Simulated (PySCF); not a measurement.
Compound: C4H13NP2Si2.
SMILES with atom numbers: `[CH2:1]1[CH2:2][CH2:3][N:4]([SiH:5]2[PH:6][SiH2:7][PH:8]2)[CH2:9]1` (hydrogens: H10, H11 on C1; H12, H13 on C2; H14, H15 on C3; H16 on Si5; H17 on P6; H18, H19 on Si7; H20 on P8; H21, H22 on C9)

Cartesian coordinates in Å at the PBE0-D3(BJ)/def2-SVP level; atoms count from 1:
```xyz
22
C4H13NP2Si2 angstrom
C     -2.7347    0.4150   -0.5673
C     -2.4239    0.8557    0.8798
C     -1.1807    0.0376    1.2732
N     -0.5549   -0.3218    0.0124
Si     0.9703    0.2930   -0.5106
P      2.5661    0.1927    1.1133
Si     3.6765   -0.3896   -0.7973
P      1.9320   -0.9603   -2.1576
C     -1.6477   -0.6244   -0.8955
H     -3.7452   -0.0057   -0.6770
H     -2.6648    1.2706   -1.2551
H     -3.2622    0.6763    1.5690
H     -2.2005    1.9322    0.9166
H     -0.4863    0.5824    1.9311
H     -1.4842   -0.8806    1.8123
H      0.9839    1.7094   -1.0177
H      2.2409   -1.1870    1.3306
H      4.6842   -1.4758   -0.6085
H      4.3550    0.8183   -1.3538
H      1.7167   -2.1388   -1.3694
H     -1.3210   -0.6019   -1.9466
H     -2.0243   -1.6463   -0.6962
```

Computed with PySCF, TDDFT CAM-B3LYP/def2-SVPD, vertical, gas phase, core orbitals frozen in the response.

Transition dipole moments from the ground state, in atomic units and in the frame of the coordinates above (overall signs are arbitrary), for the states with f of 0.002 or more among the lowest 10:

```
state  E (hartree)      μx      μy      μz
   S5       0.2123   0.006  -0.283   0.074
   S8       0.2333  -0.307  -0.136   0.136
   S9       0.2419  -0.035   0.196  -0.054
  S10       0.2460  -0.038  -0.236  -0.713
```

Question: Work out the oscillator strengths.

Answer: f = (2/3) ΔE |μ|² with ΔE in hartree (27.2114 eV).

| state | \|μ\|² (au) | \|μ\| (D) | f |
| --- | --- | --- | --- |
| S5 | 0.086 | 0.74 | 0.012 |
| S8 | 0.131 | 0.92 | 0.020 |
| S9 | 0.043 | 0.53 | 0.007 |
| S10 | 0.565 | 1.91 | 0.093 |

Question: Which bond between heavy atoms lies closest to the direction of the S10 transition dipole?

Answer: C1–C2, at 9° from it; next C3–N4 at 28°.

Question: What angle do the transition dipoles of S8 and S10 make?

Answer: |cos θ| = |μa·μb| / (|μa| |μb|) = 0.19, so θ ≈ 79° (taken between 0 and 90°, since the signs are arbitrary).

Question: How is the summed strength of these states shared among x, y and z?

Answer: (2/3) Σ ΔE μα² gives 0.015 for x, 0.030 for y and 0.087 for z, 0.132 in all.

Question: What peak molar absorption coefficient would the strongest computed level give as a lone Gaussian band 0.4 eV wide at half height?

Answer: ε(max) = 2.175×10⁸ f / FWHM, with the width in cm⁻¹. S10: 2.175×10⁸ × 0.0927 / 3226 ≈ 6200 L mol⁻¹ cm⁻¹.

All these states lie below the vertical ionisation energy of 8.20 eV (ΔSCF).

One conformer stands for the species.

Without π bonds the low states may be Rydberg-like; a valence basis with one diffuse set may place them up to an eV too high.
